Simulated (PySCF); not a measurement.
**Working out the ionisation energy of Ge⁺**

Ge⁺ [Ar] 3d10 4s2 4p1 (2P) → Ge²⁺ [Ar] 3d10 4s2 (1S). All numbers are calculated (PySCF 2.14, the spin-free X2C one-electron Hamiltonian (Gaussian nucleus), in aug-cc-pVDZ-DK (6s5p3d, 36 functions)). Frozen: [Ar] 3d10. Energies in hartree (1 hartree = 27.21139 eV):

```csv
part,Ge⁺ (lower),Ge²⁺ (upper)
UHF,-2096.687206,-2096.127484
CCSD correlation,-0.046217,-0.038043
(T),-0.000457,0.000000
```

Task: What does Hartree-Fock give?

Result: (-2096.127484) − (-2096.687206) = 0.559722 hartree = 15.231 eV.

Task: What do CCSD and CCSD(T) give?

Result: The CCSD correlation energies differ by 0.008174 hartree = 0.222 eV and the triples by 0.000457 hartree = 0.012 eV, so CCSD gives 15.453 eV and CCSD(T) 15.465 eV.

Measured between the centres of the two terms (NIST): 15.789 eV, so CCSD(T) (valence) is off by -0.324 eV.

A double-zeta basis recovers only part of the correlation energy.

What remains against the reference includes basis incompleteness, the frozen core and higher excitations.
